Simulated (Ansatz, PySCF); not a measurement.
H₃Si₂, SMILES [SiH][SiH2] (connectivity only; charge and spin as stated), neutral, multiplicity 2. Atoms are numbered in the order given.

```xyz
5

Si     1.1477    -0.6168     0.0720
Si    -0.9318     0.2601    -0.0451
H      1.6794     0.8056    -0.0155
H     -1.3283     1.6885    -0.1545
H     -2.1764    -0.5516    -0.0209
```
Charge 0, spin multiplicity 2.

Geometry optimised at ωB97X-D3(BJ)/def2-TZVP. The isomer is the one that the SMILES or the coordinates give; other isomers of the formula were not compared.

Two levels are set side by side: PBE-D3(BJ)/def2-TZVP (Ansatz, a program for electronic structure) and ωB97X-D3(BJ)/def2-TZVP (PySCF). Each level has its own optimised geometry; the coordinates shown are those of the second. Differences are taken from unrounded values.

```csv
quantity,ωB97X-D3(BJ),PBE-D3(BJ),PBE-D3(BJ) minus ωB97X-D3(BJ)
mean bond length (Å),1.688,1.712,0.024
bond Si1–Si2 (Å),2.260,2.301,0.041
bond Si1–H3 (Å),1.521,1.541,0.020
bond Si2–H4 (Å),1.486,1.504,0.018
bond Si2–H5 (Å),1.486,1.502,0.016
```

Exact exchange shortens and stiffens bonds; PBE has none. Differences between two approximate levels are no errors against the true value.
